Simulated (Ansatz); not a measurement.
System: CH$_{3}$F$_{3}$Sn (charge 0, singlet). 
Coordinates optimised at B3LYP-D3(BJ)/def2-TZVP (Ansatz, a quantum-chemistry and plane-wave program):
SMILES: [CH3][Sn]([F])([F])[F]
```xyz
8

C     -2.1314    -0.0307     0.1259
Sn    -0.0118    -0.0002     0.0007
F      0.7301     1.7372    -0.2973
F      0.8747    -0.6323     1.5730
F      0.7047    -1.0717    -1.4122
H     -2.4307     0.6053     0.9549
H     -2.5314     0.3452    -0.8121
H     -2.4457    -1.0574     0.2949
```
Charge 0, spin multiplicity 1.

Quantity: atomisation energy (electronic, to ground-state atoms), in kcal/mol. Correlated levels leave the core frozen unless marked. Open shells are spin-unrestricted. No spin-orbit coupling. Frozen are the shells of the preceding noble gas and the d and f shells that filled before the atom's block. Past Kr the def2 sets carry scalar-relativistic core potentials. The coupled-cluster limit lacks core correlation, which all-electron functionals hold. Basis-set limits of correlation are two-point, X^-3; Hartree-Fock from the larger set.

```tsv
level	program	atomisation energy (kcal/mol)
HF/def2-QZVPPD	Ansatz	487.5
```

Predict the CCSD(T)/CBS(def2-TZVPPD,def2-QZVPPD) result (Ansatz).

695.8 kcal/mol
